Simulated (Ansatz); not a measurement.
cerium atom (Ce), triplet (core potentials on Ce); B3LYP/def2-SVP in Ansatz (a first-principles code).

Input for Ansatz:
Ansatz 0.2 input:
```yaml
crystal:
  periodic: [false, false, false]
  atoms:
    - {symbol: Ce, position_ang: [0.00000000, 0.00000000, 0.00000000]}
basis:
  gaussian:
    orbitals: def2-SVP
hamiltonian:
  xc: b3lyp
magnetization: {spin_polarized: true, initial_magnetization: 2}
```

The log (banner, timings and long lists left out):

```
Functional definition: B3LYP
798 factors; their error is unknown
mean field evaluation 1: about -12915.3216 eV, gradient 4.9e1 eV
mean field evaluation 2: about -12824.1215 eV, gradient 2.1e2 eV
mean field evaluation 4: about -12923.6027 eV, gradient 3.5e1 eV
mean field evaluation 8: about -12924.3787 eV, gradient 2.6e1 eV
mean field evaluation 16: about -12926.1232 eV, gradient 8.7e-1 eV
mean field evaluation 32: about -12926.1395 eV, gradient 2.0e-5 eV
mean field evaluation 64: about -12923.7365 eV, gradient 1.1e-4 eV
mean field evaluation 96: about -12925.6785 eV, gradient 1.9e0 eV
mean field evaluation 128: about -12925.7575 eV, gradient 1.0e-2 eV
mean field evaluation 160: about -12925.9659 eV, gradient 2.9e0 eV
mean field evaluation 192: about -12926.1327 eV, gradient 2.1e-1 eV
mean field evaluation 224: about -12926.1395 eV, gradient 5.3e-3 eV
mean field evaluation 256: about -12926.0835 eV, gradient 1.8e-1 eV
mean field evaluation 288: about -12926.1395 eV, gradient 2.3e-3 eV
mean field -12926.13945646 eV, -475.0268633728 hartree, gradient 9.5e-6 eV, S^2 2.008353; 8 other end points of the search recorded, 0 dependent functions left out
reference -12926.13959925 eV, -475.0268686202 hartree; 16, 14 occupied and 62, 64 virtual orbitals, 798 factors
Total energy: -12926.13959925 eV, -475.0268686202 hartree
```
